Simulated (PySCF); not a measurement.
Task: Give a GFN2-xTB geometry of `SCc1ccco1`.

Result: 
```xyz
13
C5H6OS angstrom
S      2.6241    0.6158    0.8286
C      1.6422   -0.5172   -0.2520
C      0.1928   -0.2522   -0.1446
C     -0.7538   -0.7212    0.7205
C     -1.9659   -0.0833    0.3634
C     -1.6662    0.7274   -0.6859
O     -0.3629    0.6367   -0.9994
H      2.1969    1.7421    0.2625
H      1.8869   -1.5156    0.1039
H      1.9931   -0.3798   -1.2740
H     -0.6039   -1.4307    1.5081
H     -2.9221   -0.2134    0.8268
H     -2.2655    1.3919   -1.2757
```

Any rigid rotation of these coordinates is as good. Atoms count from 1 in this order. The C–C distances run from 1.359 Å (C5–C6, aromatic) to 1.477 Å (C2–C3, drawn single), a spread of 0.118 Å. The 5-membered ring C3–C4–C5–C6–O7 has internal angles of 105.9° to 110.7°; it is planar, 0.00 Å rms from its mean plane, widest ring torsion 0°.

Bonds between heavy atoms (Å): S1–C2 1.848, C2–C3 1.477, C3–C4 1.365, C4–C5 1.416, C5–C6 1.359, C6–O7 1.344, C3–O7 1.353.

The geometry is computed with GFN2-xTB (gas phase).

Point group: C1 (no symmetry element, even within 0.4 Å). GFN2-xTB frequencies: not computed here. The numbers are those of one conformer (H–S1–C2–C3 -59°, S1–C2–C3–C4 -87°).
